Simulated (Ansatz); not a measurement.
Cartesian coordinates in Å:
```
C 2.6439 1.5744 0.2464
O 1.8747 0.4143 0.1215
Ta 0.0429 -0.0498 -0.0609
O -0.8700 -0.1667 -1.7824
O -0.4857 1.7947 -0.0481
C -1.2897 2.8197 -0.5074
O 0.3897 -1.8899 -0.3863
C 0.2177 -2.9378 -1.2822
O -0.8658 -0.4132 1.5680
C -1.1731 -1.5457 2.3295
H 3.2342 1.5278 1.1666
H 2.0087 2.4663 0.2788
H 3.3315 1.6584 -0.6009
H -1.2355 0.6273 -2.1768
H -2.0244 3.1037 0.2541
H -1.8467 2.5258 -1.4105
H -0.6918 3.7031 -0.7571
H -0.3331 -2.5911 -2.1635
H -0.3412 -3.7547 -0.8130
H 1.1917 -3.3249 -1.5992
H -0.7359 -2.4485 1.8897
H -2.2588 -1.6702 2.3893
H -0.7831 -1.4230 3.3445
```

Charge 0, multiplicity 1. Ta takes the def2 core potential.

(1) List the r2SCAN/def2-TZVPP orbital energies in eV (Ansatz). (An estimate is asked.)

## Answers

(1) Computed: Occupied: -515.59, -515.58, -515.50, -515.42, -515.18, -274.39, -274.17, -274.14, -273.96, -73.44, -39.82, -39.76, -39.70, -26.26, -25.97, -25.78, -25.63, -24.97, -17.56, -17.30, -17.19, -16.94, -12.55, -12.38, -11.91, -11.75, -11.65, -11.42, -11.31, -11.27, -11.19, -11.10, -10.86, -10.80, -10.64, -8.51, -8.07, -8.02, -7.55, -7.25, -6.89, -6.84, -6.74, -6.66, -6.59. Lowest empty: -0.88, -0.74, 0.16, 0.39, 0.43, 1.36, 1.73, 2.21.
